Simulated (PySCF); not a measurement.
Computed shifts of a molecule C4H7Cl, PBE/pcSseg-1 (PySCF), GIAO, gas phase, atoms alike by connectivity averaged where their shifts nearly agree, in ppm (number of nuclei): ¹³C: 64.4 (1), 42.1 (2), 21.6 (1). ¹H: 4.51 (1), 2.67 (2), 2.40 (2), 2.14 (1), 1.90 (1). References: ³⁵Cl against HCl (σ = 936.5 ppm); ¹³C against TMS (σ = 182.0 ppm); ¹H against TMS (σ = 31.49 ppm), references at their B3LYP-D3(BJ)/def2-TZVP geometries, non-relativistic (without spin–orbit terms, shifts of atoms bonded to Cl or Br come out too high). Geometry: r2SCAN-D4/def2-SVP. The values are those of a single conformer.

Task: Pick the molecule that these values belong to.
A. CC1(Cl)CC1
B. C=CCCCl
C. C=C(Cl)CC
D. ClC1CCC1

Result: D, ClC1CCC1
